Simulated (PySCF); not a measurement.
**Peak assignment**

Mapped SMILES: `[CH3:1][O:2][C:3](=[O:4])[c:5]1[cH:6][cH:7][c:8]([CH3:9])[cH:10][cH:11]1`; H(Xn) means a hydrogen on atom n.

PySCF 2.14.0 with density-fitted response routines calculation with geometry from GFN2-xTB and GIAO PBE0/pcSseg-1 shieldings; no solvent model, rapidly exchanging positions averaged, non-relativistic Hamiltonian, a single conformation.

Chemical shifts δ = σref − σ; ¹³C (σ = 186.93 ppm) and ¹H (σ = 31.72 ppm) against TMS, all at this level.

(1) Assign these signals to the numbered atoms. ¹³C{¹H} NMR (computed): δ 173.2 (C), 149.6 (C), 137.0 (CH), 133.8 (CH), 132.0 (C), 53.9 (CH3), 24.5 (CH3).

(2) Assign these signals to the numbered atoms. ¹H NMR (300 MHz, computed): δ 8.44 (d, 2H), 7.54 (d, 2H), 4.09 (s, 3H), 2.55 (s, 3H).

Results:

(1) 
| δ (ppm) | atoms | environment | reason |
| --- | --- | --- | --- |
| 173.2 | C3 | ester carbonyl carbon | lone-pair donation from the attached heteroatom keeps it upfield of a ketone carbonyl |
| 149.6 | C8 | substituted aromatic carbon | – |
| 137.0 | C6/C11 | aromatic CH | the aromatic region |
| 133.8 | C7/C10 | aromatic CH | – |
| 132.0 | C5 | substituted aromatic carbon | – |
| 53.9 | C1 | methyl carbon bonded to O | deshielded by the electronegative neighbour |
| 24.5 | C9 | methyl carbon on an aromatic ring | saturated and bonded to C and H only |

C7/C10 and C5 lie closer than the usual error of such a calculation, so a measured spectrum could show them in the other order.

(2) 
8.44 → H(C6)/H(C11), hydrogen on an aromatic CH: ring current plus the deshielding of an ortho carbonyl group
7.54 → H(C7)/H(C10), hydrogen on an aromatic CH
4.09 → H(C1), hydrogen on a methyl carbon bonded to O: its carbon carries O, which withdraws density
2.55 → H(C9), hydrogen on a methyl carbon on an aromatic ring: benzylic-type position, deshielded by the ring

Shifts are as computed. Against solution values, carbons near 30 ppm lie about +3 ppm off and those near 130 ppm about +5 ppm. Of 1211 compounds with measured shifts, 218 miss one by over three times the rms of a fit or turn the order of signals round; such compounds aren't used in these exercises. Multiplicities follow the n + 1 count of equivalent neighbours, as no J values were calculated; m marks all less simple cases, F and P coupling included.
